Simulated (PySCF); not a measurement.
A structure optimised at PBE0-D3(BJ)/def2-SVP (Å):
```
atom  x, y, z in Å
B1     0.2269   -1.6039   -0.6164
C2     0.4259   -0.2059    0.0042
C3     1.7054    0.0828    0.7494
C4    -0.5103    0.7723   -0.1106
C5    -1.8325    0.7256   -0.7892
H6    -0.7748   -1.9105   -1.2192
H7     1.0977   -2.4399   -0.5078
H8     1.8361   -0.6094    1.5972
H9     1.7401    1.1108    1.1433
H10    2.5837   -0.0614    0.0993
H11   -0.2814    1.7446    0.3547
H12   -2.6356    0.9661   -0.0717
H13   -1.8847    1.5020   -1.5716
H14   -2.0463   -0.2483   -1.2445
```

Charge 0, singlet.

Question: Which heavy atoms are bonded, and with what formal order?

Answer: B1–C2 1.54 Å (single); C2–C3 1.51 Å (single); C2–C4 1.36 Å (double); C4–C5 1.49 Å (single). Bonds to hydrogen (Å): B1–H6 1.21; B1–H7 1.21; C3–H8 1.10; C3–H9 1.10; C3–H10 1.10; C4–H11 1.10; C5–H12 1.10; C5–H13 1.10; C5–H14 1.10.

Question: Which species is it?

Answer: `B/C(C)=C\C`, C4H9B. Among its features: C=C double bond and three-coordinate boron.

Question: Name the point group.

Answer: Cs (tolerance 0.08 Å).

Question: Classify the heavy atoms.

Answer: B1: three-coordinate boron; C2: fully substituted alkene carbon; C3: allylic carbon; C4: alkene CH carbon; C5: allylic carbon.

Question: What is the arrangement about C2?

Answer: It has 3 neighbours (B1, C3, C4) and is planar (angles 122.0°, 119.2° and 118.8°, sum 360.0°, 0.00 Å off the plane of its three neighbours).

Question: What is the arrangement about C3?

Answer: It has 4 neighbours (C2, H8, H9, H10) and is tetrahedral (angles from 106.1° to 112.5°).

All values are computed, not measured.
